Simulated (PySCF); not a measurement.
A calculated (UHF, PySCF 2.14, x2c-TZVPall, the spin-free X2C one-electron Hamiltonian (Gaussian nucleus)) atom or ion has these occupied shells.

```tsv
shell	electrons	orbital energy (eV)	rms radius, mean of both spins (bohr)
1s α	1	-34747.1	0.0305
1s β	1	-34747.0	0.0305
2s α	1	-5527.4	0.124
2s β	1	-5527.4	0.124
2p α	3	-4959.0	0.111
2p β	3	-4958.8	0.111
3s α	1	-1191.3	0.326
3s β	1	-1191.1	0.326
3p α	3	-1002.8	0.326
3p β	3	-1002.5	0.326
3d α	5	-721.64	0.304
3d β	5	-721.53	0.304
4s α	1	-250.79	0.762
4s β	1	-250.25	0.762
4p α	3	-188.36	0.815
4p β	3	-187.75	0.815
4d α	5	-93.926	0.942
4d β	5	-93.507	0.942
5s α	1	-48.719	1.93
5s β	1	-43.066	1.93
5p α	3	-32.327	2.25
5p β	1	-29.985	2.25
```

(1) Name the element and its charge.

Answers

(1) Xe²⁺ (xenon, charge +2), in [Kr] 4d10 5s2 5p4, high-spin 3P determinant.
